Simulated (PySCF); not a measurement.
**Where the electron goes**

Species: C₄H₇NOSi.
Structure used (GFN2-xTB), in Å, numbered top down from 1:
```
atom  x, y, z in Å
C1     2.2205    0.5274   -0.2164
Si2    0.6234   -0.0312    0.6224
O3     0.1395   -1.5711    0.2469
C4    -1.1213   -1.2330   -0.3340
C5    -1.0391    0.3001   -0.3188
C6    -2.0770    0.9453    0.4007
N7    -2.9001    1.4554    1.0137
H8     2.2027    0.3712   -1.2917
H9     3.0576   -0.0342    0.1844
H10    2.4116    1.5781   -0.0287
H11    0.5420    0.2485    2.0524
H12   -1.9253   -1.6253    0.2910
H13   -1.1892   -1.6678   -1.3317
H14   -0.9459    0.7361   -1.3123
```

Computed, not measured: TDDFT CAM-B3LYP/def2-SVPD, vertical, gas phase, core orbitals frozen in the response (PySCF 2.14.0, density-fitted response routines).

Frontier orbitals with the atoms that hold most of them (Löwdin shares over 4%, at most four atoms; ? is withheld):

| orbital | ε (eV) | atoms |
| --- | --- | --- |
| LUMO+2 | 1.17 | C4 14%, Si2 11%, C5 10%, H14 10% |
| LUMO+1 | 0.95 | C1 23%, Si2 21%, H8 9%, H10 9% |
| LUMO | 0.57 | ? |
| HOMO | -9.63 | ? |
| HOMO-1 | -9.87 | O3 45%, C1 11%, C4 10%, Si2 10% |
| HOMO-2 | -10.45 | N7 28%, O3 22%, C6 20%, C5 11% |
| HOMO-3 | -11.52 | N7 48%, C6 21%, O3 17%, C5 7% |

Give the leading atoms of the LUMO.

Si2 (bonded to 2 C, O and H) 32%; O3 (bonded to C and Si) 14%; H11 (bonded to Si) 12%; C5 (bonded to 2 C, Si and H) 10%.

Give the leading atoms of the HOMO.

N7 (bonded to C) 23%; C5 (bonded to 2 C, Si and H) 21%; C6 (bonded to C and N) 15%; Si2 (bonded to 2 C, O and H) 12%. By element: carbon 36% or more, nitrogen 23%, silicon 12%.

The HOMO–LUMO gap is 10.20 eV. Where does the response calculation put the lowest singlet, and from which orbitals?

S1 is at 6.77 eV (f = 0.012), 3.42 eV below the gap, made of HOMO-1→LUMO (54%), HOMO→LUMO (40%). Its leading pair isn't HOMO and LUMO; the energies of that pair differ by 10.44 eV. 

Next come S2 at 6.98 eV (f 0.034), HOMO→LUMO (44%), HOMO-1→LUMO (36%), HOMO→LUMO+2 (8%); S3 at 7.15 eV (f 0.023), HOMO→LUMO+2 (44%), HOMO→LUMO+5 (14%), HOMO→LUMO (10%); S4 at 7.71 eV (f 0.014), HOMO-2→LUMO (70%); S5 at 7.72 eV (f 0.021), HOMO→LUMO+3 (24%), HOMO-2→LUMO+2 (13%), HOMO→LUMO+4 (12%).
